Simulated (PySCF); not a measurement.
Electron correlation in Sn⁺ (tin, charge +1)

[Kr] 4d10 5s2 5p1, 2P determinant. All numbers are calculated (PySCF 2.14, scalar relativity through the core potential, in aug-cc-pwCVDZ-PP with ECP28MDF (6s5p4d1f, 48 functions)). Frozen: 4s2 4p6 4d10; 3 electrons correlated.

| level | correlation energy (mhartree) |
| --- | --- |
| CCSD | -42.12 |
| (T) | -0.48 |
| CCSD(T) | -42.60 |
| CCSDT | -42.78 |

Diagnostics: T1 = 0.010, D1 = 0.0243, largest double amplitude 0.094.

Cost of the coupled-cluster step: roughly 0.7 core-seconds, for 3 correlated electrons.

Iterations:

```
CC2 = 0
CCSD nocc = (np.int64(2), np.int64(1)), nmo = (39, 39)
frozen orbitals [[0, 1, 2, 3, 4, 5, 6, 7, 8], [0, 1, 2, 3, 4, 5, 6, 7, 8]]
max_cycle = 100
direct = 0
conv_tol = 1e-08
conv_tol_normt = 1e-06
diis_space = 8
diis_start_cycle = 0
Init t2, MP2 energy = -0.0293180922871844
Init E_corr(UCCSD) = -0.0293180922873705
cycle = 1  E_corr(UCCSD) = -0.0375386807862601  dE = -0.0082205885  norm(t1,t2) = 0.0492514
cycle = 2  E_corr(UCCSD) = -0.0403114807648879  dE = -0.00277279998  norm(t1,t2) = 0.0199782
cycle = 3  E_corr(UCCSD) = -0.042124251675193  dE = -0.00181277091  norm(t1,t2) = 0.00884879
cycle = 4  E_corr(UCCSD) = -0.0421061841286512  dE = 1.80675465e-05  norm(t1,t2) = 0.00110699
cycle = 5  E_corr(UCCSD) = -0.0421176270412508  dE = -1.14429126e-05  norm(t1,t2) = 0.000126373
cycle = 6  E_corr(UCCSD) = -0.0421138642582871  dE = 3.76278296e-06  norm(t1,t2) = 2.25469e-05
cycle = 7  E_corr(UCCSD) = -0.0421156073941541  dE = -1.74313587e-06  norm(t1,t2) = 6.8007e-06
cycle = 8  E_corr(UCCSD) = -0.0421151538725203  dE = 4.53521634e-07  norm(t1,t2) = 1.89344e-06
cycle = 9  E_corr(UCCSD) = -0.0421152026494549  dE = -4.87769347e-08  norm(t1,t2) = 2.77335e-07
cycle = 10  E_corr(UCCSD) = -0.0421152024463656  dE = 2.03089337e-10  norm(t1,t2) = 3.63446e-08
UCCSD converged
E(UCCSD) = -213.1258868962581  E_corr = -0.0421152024463656
UCCSD(T) correction = -0.000479230597839365
```
